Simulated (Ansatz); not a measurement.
GaH2(CCH) (C₂H₃Ga). The state is a singlet with charge 0. Geometry PBE-D4/def2-TZVP; atoms count from 1.

```xyz
6

Ga   -0.963   -0.080    0.872
H    -1.744   -1.436    0.979
H    -1.270    1.182    1.749
C     0.459    0.040   -0.416
C     1.362    0.114   -1.233
H     2.157    0.180   -1.952
```

Estimate the Mulliken populations from the PBE0/def2-TZVP orbitals of Ansatz.


```csv
atom,charge (e)
Ga1,0.34
H2,-0.07
H3,-0.07
C4,-0.16
C5,-0.23
H6,0.18
```
Mulliken values and Mayer orders depend strongly on the basis.

And the Mayer bond orders between bonded heavy atoms (over 0.3)?

Ga1–C4 0.94 (1.92 Å); C4–C5 2.71 (1.22 Å).
